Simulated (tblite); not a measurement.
Parent: `[CH3:1][O:2]/[C:3]([C:4]#[N:5])=[CH:6]/[SiH2:7][CH3:8]` with C1–O2–C3–C4 180°, C3–C6–Si7–C8 169°, C5H9NOSi.

Computed geometry: GFN2-xTB, gas phase. One conformer each, not checked by frequencies here.

```
coordinate of the parent    value
                   C1–O2  1.406 Å
                   O2–C3  1.363 Å
                   C3–C4  1.423 Å
                   C4≡N5  1.145 Å
                   C3=C6  1.340 Å
                  C6–Si7  1.882 Å
                  Si7–C8  1.898 Å
                C1–O2–C3   117.6°
                O2–C3–C4   112.1°
                O2–C3–C6   128.4°
                C4–C3–C6   119.5°
                C3–C4–N5   178.8°
               C3–C6–Si7   123.6°
               C6–Si7–C8   105.7°
```

Task: How does the shared frame change in `[CH3:1][O:2][SiH2:3]/[CH:4]=[C:5](\[C:6]#[N:7])[O:8][CH3:9]` with C1–O2–Si3–C4 -170°, O2–Si3–C4–C5 55°, C4–C5–O8–C9 1°, C5H9NO2Si? Atoms pair as C1 = C9, O2 = O8, C3 = C5, C4 = C6, N5 = N7, C6 = C4, Si7 = Si3 (parent first).

Result: 
```json
{"parent": "C1–O2", "relative": "C9–O8", "value in the relative": "1.405 Å", "change": "-0.001"}
{"parent": "O2–C3", "relative": "O8–C5", "value in the relative": "1.363 Å", "change": "0.000"}
{"parent": "C3–C4", "relative": "C5–C6", "value in the relative": "1.424 Å", "change": "+0.001"}
{"parent": "C4≡N5", "relative": "C6≡N7", "value in the relative": "1.145 Å", "change": "0.000"}
{"parent": "C3=C6", "relative": "C5=C4", "value in the relative": "1.339 Å", "change": "-0.001"}
{"parent": "C6–Si7", "relative": "C4–Si3", "value in the relative": "1.873 Å", "change": "-0.009"}
{"parent": "C1–O2–C3", "relative": "C9–O8–C5", "value in the relative": "117.8°", "change": "+0.2"}
{"parent": "O2–C3–C4", "relative": "O8–C5–C6", "value in the relative": "111.7°", "change": "-0.4"}
{"parent": "O2–C3–C6", "relative": "O8–C5–C4", "value in the relative": "128.4°", "change": "0.0"}
{"parent": "C4–C3–C6", "relative": "C6–C5–C4", "value in the relative": "119.9°", "change": "+0.4"}
{"parent": "C3–C4–N5", "relative": "C5–C6–N7", "value in the relative": "178.9°", "change": "+0.1"}
{"parent": "C3–C6–Si7", "relative": "C5–C4–Si3", "value in the relative": "124.1°", "change": "+0.5"}
```

Of the parent's bonds, C6–Si7 changes most (-0.009 Å). Bonds of the relative outside the shared frame: C1–O2 1.396, O2–Si3 1.617 Å. Point group C1 → C1.
